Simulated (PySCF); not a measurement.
Cartesian coordinates in Å; atom numbers follow the order of the lines, from 1:
```xyz
18

C    -0.4754    1.7551   -1.4187
Si   -0.2865    0.2319   -0.3596
C    -0.9335   -1.3131   -1.1847
C    -1.1499    0.4406    1.3207
F    -0.7843   -0.6527    2.1029
O     1.3305    0.0361    0.0008
Si    2.2869   -0.7334    1.1184
H    -0.0569    2.6408   -0.9167
H     0.0599    1.6243   -2.3724
H    -1.5332    1.9556   -1.6513
H    -1.9742   -1.1834   -1.5219
H    -0.3200   -1.5805   -2.0589
H    -0.9070   -2.1553   -0.4757
H    -0.8276    1.3631    1.8363
H    -2.2517    0.4698    1.2511
H     1.8749   -2.1593    1.2890
H     2.2282   -0.0403    2.4396
H     3.6914   -0.6913    0.6170
```

All values are calculated (PySCF 2.14): structure optimised with PBE0-D3(BJ)/def2-SVP, NMR shieldings at KT2/pcSseg-1/GIAO. Single conformer, non-relativistic, one averaged value for each set of equivalent atoms, no solvent.

Referencing at the same level of theory: ¹³C and ¹H and ²⁹Si against TMS; CFCl3 for ¹⁹F; H2O for ¹⁷O.

```tsv
atoms	nucleus	count	δ (ppm)
C1/C3	¹³C	2	-2.8
H16/H17/H18	¹H	3	5.12
O6	¹⁷O	1	29.7
F5	¹⁹F	1	?
H14/H15	¹H	2	4.47
H8/H9/H10/H11/H12/H13	¹H	6	0.16
C4	¹³C	1	?
Si7	²⁹Si	1	?
Si2	²⁹Si	1	14.2
```

Question: Complete the table.

Answer: 
- C4: 79.4 ppm, sp3 CH2 bonded to F and Si; pulled downfield by the heteroatom
- Si7: -36.2 ppm, silicon bonded to O, 3 H
- F5: -326.1 ppm, fluorine on an sp3 carbon

Shifts are as computed. Against solution values, carbons near 30 ppm lie about +2 ppm off and those near 130 ppm about -5 ppm. Of 1313 compounds with measured shifts, 239 miss one by over three times the rms of a fit or turn the order of signals round; such compounds aren't used in these exercises. Unscaled 19F shifts against computed CFCl3 carry errors that often reach 10 to 50 ppm. Experimental scales use liquid or dissolved standards, which lie at an offset from isolated H2O (liquid H2O: subtract about 36 ppm).
